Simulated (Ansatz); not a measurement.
Program: Ansatz. Geometries: PBE0-D4/def2-TZVP. ΔE: electronic, gas phase. CCSD(T)/CBS is the MP2 limit (def2-TZVPP, def2-QZVPP) plus CCSD(T) − MP2 in def2-TZVPP, frozen cores. Functionals use def2-TZVPP. B3LYP here is the variant with VWN-RPA as its local correlation; programs differ in this. One conformer a species, not always the lowest.

Reaction (ligand exchange at the Si–S bond): `NC[SiH2]S[SiH3]` + `CBN` → `CBN[SiH3]` + `NC[SiH2]S`

`NC[SiH2]S[SiH3]`:

Cartesian coordinates in Å:
```
N 0.394 -0.058 2.381
C 0.771 -0.785 1.170
Si 1.108 0.320 -0.320
S -0.585 1.597 -0.666
Si -1.719 0.221 -1.840
H 1.148 0.548 2.682
H -0.403 0.540 2.195
H 1.658 -1.392 1.378
H -0.021 -1.500 0.925
H 1.401 -0.452 -1.561
H 2.238 1.239 -0.018
H -3.098 0.761 -1.924
H -1.746 -1.121 -1.199
H -1.146 0.084 -3.202
```

`CBN`:

```xyz
9

C     0.931    0.719    0.004
B    -0.266   -0.161   -0.497
N    -1.079   -0.869    0.383
H     0.803    1.757   -0.321
H     1.869    0.384   -0.452
H     1.065    0.720    1.090
H    -0.522   -0.252   -1.668
H    -1.851   -1.439    0.082
H    -0.949   -0.860    1.381
```

`CBN[SiH3]`:

Z-matrix (Å, degrees):
```
C
B 1 1.567
H 1 1.096 2 109.8
H 1 1.094 2 115.7 3 -122.1
H 1 1.095 2 109.9 3 115.5
N 2 1.407 1 122.4 3 121.5
H 2 1.203 1 120.0 3 -58.4
Si 6 1.744 2 127.3 1 0.0
H 6 1.009 2 116.8 1 -179.9
H 8 1.486 6 111.6 2 -60.8
H 8 1.486 6 111.5 2 60.4
H 8 1.486 6 107.1 2 179.8
```

`NC[SiH2]S`:

Cartesian coordinates in Å:
```
N 1.743 0.504 0.150
C 0.314 0.752 -0.001
Si -0.524 -0.871 -0.447
S -2.659 -0.695 -0.496
H 2.260 1.366 0.272
H 1.929 -0.076 0.958
H 0.155 1.432 -0.844
H -0.179 1.216 0.867
H -0.107 -1.906 0.540
H -0.155 -1.310 -1.813
H -2.778 -0.413 0.813
```

| level | ΔE (kcal/mol) | difference from CCSD(T)/CBS |
| --- | --- | --- |
| PBE-D4 | 9.3 | 3.3 |
| r2SCAN-D4 | 7.6 | 1.6 |
| PBE0-D4 | 8.4 | 2.4 |
| B3LYP-D4 | 6.4 | 0.4 |
| ωB97X-V | 6.0 | 0.0 |
| B2PLYP | 5.4 | -0.6 |
| r2SCAN | 7.4 | 1.4 |
| PBE0 | 7.7 | 1.7 |
| HF/def2-TZVPP | 2.2 | -3.8 |
| MP2/def2-TZVPP | 6.2 | 0.2 |
| SCS-MP2/def2-TZVPP | 4.9 | -1.1 |
| CCSD/def2-TZVPP | 4.6 | -1.4 |
| HF/def2-QZVPP | 1.9 | -4.1 |
| SCS-MP2/def2-QZVPP | 5.2 | -0.8 |
| MP2/CBS(def2) | 6.8 | 0.8 |
| CCSD/CBS(def2) | 5.2 | -0.8 |
| CCSD(T)/CBS | 6.0 | 0 |

Largest T1 diagnostic among the species: 0.012.

From PBE to PBE0 (25 % exact exchange), in def2-TZVPP and without D4, ΔE moves by −0.9 kcal/mol. The D4 term adds +1.2 kcal/mol with B3LYP and +0.7 kcal/mol with PBE0; it sums over pairs of atoms, weighted by their polarisabilities, and B3LYP, whose exchange is more repulsive, gets the larger term.
